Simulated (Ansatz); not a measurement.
## Two structures, one formula

Two relaxed structures of SiH₃S₂O (charge +1), closed shell (PBE0-D4/def2-TZVP; forces vanish, vibrations not checked).

A:

| atom | x (Å) | y (Å) | z (Å) |
| --- | --- | --- | --- |
| S1 | -1.4525 | -2.2403 | -0.1574 |
| Si2 | 0.0563 | -1.4826 | 0.7063 |
| O3 | 0.6533 | 0.1193 | 0.1419 |
| S4 | 0.0954 | 0.9807 | -1.2680 |
| H5 | 1.0435 | -1.6821 | 1.7801 |
| H6 | -0.8625 | 1.6478 | -0.5930 |
| H7 | 1.4138 | 0.5556 | 0.5664 |

B:

```xyz
7
angstrom
S -1.6316 -1.2696 -0.0637
Si 0.2756 -1.0320 0.6134
O 0.3471 1.3495 -0.9217
S 1.4267 0.5875 0.0554
H 0.9226 -2.0583 1.4455
H -1.5453 -0.1181 -0.7748
H 0.2322 2.2581 -0.6023
```

Program: Ansatz 0.2.0. Basis: def2-TZVPP. Cores are frozen in the correlated methods. B3LYP uses VWN-RPA correlation.

**Question.** Which structure is lower at CCSD(T), and by how much? (An estimate is asked for; the value comes from the calculation.)

**Answer.** Computed: B, by 70.5 kJ/mol (electronic energy, against the other). By their contacts, A is SiH₃S₂O ([S][SiH][OH][SH]), total charge +1 and B is SiH₃S₂O ([OH][S][SiH][SH]), total charge +1.

All methods give the same order:

```
   method  E(B) − E(A) (kJ/mol)
   PBE-D4                 -97.7
r2SCAN-D4                 -95.1
  PBE0-D4                 -94.8
 B3LYP-D4                 -80.8
  wB97M-V                 -76.9
       HF                 -69.4
      MP2                 -70.8
     CCSD                 -69.2
  CCSD(T)                 -70.5
```

T1 diagnostic: at most 0.017.

Labels in which every atom is bracketed show which atoms are joined, not bond orders.

For scale, one of the runs: CCSD(T)/def2-TZVPP, 199 basis functions, launched by `ansatz run in.yaml --threads 2 --pin off --events-out ev --progress --plain --max-ram 4352MiB`. Hardware: 2 CPU threads of an Arm Neoverse V1, shared host. Wall time 94 s; peak host memory 2.1 GiB.
